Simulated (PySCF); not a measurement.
Species: C₅H₈NSi₂ (doublet state).
Cartesian coordinates in Å at the GFN2-xTB level; atoms count from 1:
```xyz
16
C5H8NSi2 angstrom
N      3.4751   -1.3452    3.1776
C      3.0152   -0.9862    2.1856
C      2.4631   -0.5655    1.0143
C      1.9888   -0.2096   -0.0456
Si     1.1060    0.3986   -1.5724
C     -0.5578    1.0451   -1.0986
C     -1.7358    0.2159   -0.8872
Si    -1.8880   -0.2648    0.9887
H      1.9447    1.4639   -2.1278
H      0.9983   -0.7758   -2.4472
H     -0.6684    2.0895   -0.8412
H     -2.6562    0.7444   -1.1424
H     -1.6892   -0.7103   -1.4594
H     -0.6967   -1.0215    1.3593
H     -2.0064    0.9724    1.7587
H     -3.1002   -1.0740    1.1264
```

The hyperfine couplings belong to this conformer and change with its torsions.

The species is `N#CC#C[SiH2][CH]C[SiH3]` [radical].

Level of theory: UKS B3LYP, pcH-1 on C H N Si, non-relativistic, mean-field spin-orbit, GIAO in PySCF. The structure is a single GFN2-xTB conformer in the gas phase; no vibrational or solvent corrections. The geometry wasn't refined by DFT: couplings that depend on bond lengths, twists or pyramidal angles can differ widely from those at the functional's own minimum. Stability of the SCF solution: not tested.

Principal values of hyperfine tensors in MHz (contact, dipolar and spin–orbit terms together), for some of the nuclei:

```tsv
atom	isotope	A1	A2	A3
Si8	29Si	-151.58	-116.67	-114.98
H12	1H	60.57	61.52	73.33
C4	13C	54.50	55.85	61.85
H11	1H	-84.49	-52.32	-18.80
Si5	29Si	33.51	37.43	41.70
H16	1H	28.45	29.75	33.87
H13	1H	25.57	25.90	37.09
C7	13C	-30.22	-25.99	-17.15
```

(1) Split each tensor into its isotropic and traceless parts, and turn a_iso into mT with g = 2.0025.

(2) What spin density at the nucleus of C7 lies behind its contact coupling (g_N = 1.40482)?

(3) C6 (13C, g_N = 1.40482) isn't in the table. Its spin density at the nucleus is 0.06543 bohr⁻³. What is its contact coupling?

(4) Which nucleus of the table has the largest anisotropic coupling, and what is its form?

(5) In a single crystal, with the field along each principal axis of the tensor of Si8 in turn, what first-order splitting does this nucleus give (isotropic g, quadrupole terms neglected)?

## Answers

(1) a_iso = (A1 + A2 + A3)/3, Ti = Ai − a_iso; 1 mT corresponds to 28.028 MHz. The tensors hold a spin–orbit part: the run splits a_iso into a_FC + a_SO, and T includes its anisotropic share.

| atom | a_iso (MHz) | a_FC | a_SO | a_iso (mT) | T1 | T2 | T3 |
| --- | --- | --- | --- | --- | --- | --- | --- |
| Si8 | -127.74 | -127.88 | 0.14 | -4.558 | -23.84 | 11.07 | 12.77 |
| H12 | 65.14 | 65.14 | 0.00 | 2.324 | -4.57 | -3.62 | 8.19 |
| C4 | 57.40 | 57.41 | 0.00 | 2.048 | -2.90 | -1.55 | 4.45 |
| H11 | -51.87 | -51.88 | 0.01 | -1.851 | -32.62 | -0.45 | 33.07 |
| Si5 | 37.55 | 37.59 | -0.04 | 1.340 | -4.04 | -0.12 | 4.15 |
| H16 | 30.69 | 30.69 | 0.00 | 1.095 | -2.24 | -0.94 | 3.18 |
| H13 | 29.52 | 29.52 | 0.00 | 1.053 | -3.95 | -3.62 | 7.57 |
| C7 | -24.45 | -24.46 | 0.01 | -0.872 | -5.77 | -1.54 | 7.30 |

(2) a_FC = (2μ0/3) gₑ μB g_N μN ρ(0)/(2S·h) = 800.24 MHz × g_N × ρ(0)/(2S), with ρ in bohr⁻³. With a_FC = -24.46 MHz and 2S = 1, ρ(0) = -0.02176 bohr⁻³.

(3) By the same relation, a_FC = 73.6 MHz. The spin–orbit term adds -0.13 MHz. Its full tensor has the principal values 4.62, 5.78, 209.89 MHz.

(4) H11: -32.6, -0.5, 33.1 MHz, rhombic: the two smaller values differ by 97 % of the largest.

(5) 2 lines (I = 1/2), spaced by |A_i|/(g × 13.996): 5.41, 4.16, 4.10 mT along the axes of A1, A2 and A3.
